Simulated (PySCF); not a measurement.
## Ti (titanium, neutral): UHF calculation

Configuration: [Ar] 3d2 4s1 4p1, one real determinant (an excited configuration). Computed with PySCF 2.14 in def2-TZVPPD (6s6p4d2f1g, 67 functions), with no relativity, point nucleus.

```json
{
 "Total energy": "-848.361084 hartree",
 "One-electron energy": "-1161.9835 hartree",
 "Hartree (Coulomb) energy": "354.7509 hartree",
 "Exchange energy": "-41.1284 hartree",
 "Kinetic energy": "848.31421 hartree",
 "⟨S²⟩": "6.0025",
 "⟨L²⟩": "14.050",
 "Sum of ⟨r⟩": "22.13 bohr",
 "Sum of ⟨r²⟩": "55.24 bohr²",
 "Traceless quadrupole moment −½Σ⟨3z² − r²⟩ along its main axis": "-11.0 e·bohr²",
 "Density at the nucleus (Gaussians lack the cusp)": "6940 bohr⁻³",
 "Spin density at the nucleus": "2.21 bohr⁻³",
 "Langevin diamagnetic susceptibility": "-43.8 ×10⁻⁶ cm³/mol"
}
```

```tsv
shell	electrons	mean orbital energy (hartree)	spread (hartree)	rms radius, mean of both spins (bohr)
1s α	1	-183.30978	0	0.0812
1s β	1	-183.30636	0	0.0812
2s α	1	-21.47655	0	0.353
2s β	1	-21.43895	0	0.353
2p α	3	-17.84508	0.00247	0.321
2p β	3	-17.80910	0.00198	0.321
3s α	1	-2.97584	0	1.09
3s β	1	-2.83606	0	1.09
3p α	3	-1.91389	0.00668	1.18
3p β	3	-1.74871	0.00666	1.18
3d α	2	-0.48370	0.00513	1.67
4s α	1	-0.30310	0	3.84
4p α	1	-0.17430	0	4.82
```

⟨L²⟩ = 14.05 against 20 for a pure G term, so this real determinant mixes terms.

Spin-orbit constants ζ (cm⁻¹) from the X2C one-electron operator on these orbitals (non-relativistic here): bare nucleus, nucleus screened by l(l+1)(2l+1)/3 electrons, and screened by the Breit-Pauli mean field of the electrons.

```json
{"shell": "2p", "bare": "32270", "screened nucleus": "29340", "mean field": "27960"}
{"shell": "3p", "bare": "3491", "screened nucleus": "3174", "mean field": "3002"}
{"shell": "3d", "bare": "255.4", "screened nucleus": "139.3", "mean field": "118.8"}
{"shell": "4p", "bare": "152.8", "screened nucleus": "138.9", "mean field": "130.2"}
```

To first order the Landé constant is A = 30.41 cm⁻¹, so the lowest level has J = 2 and lies 0.0377 eV below the centre of the term. This holds in LS coupling only.
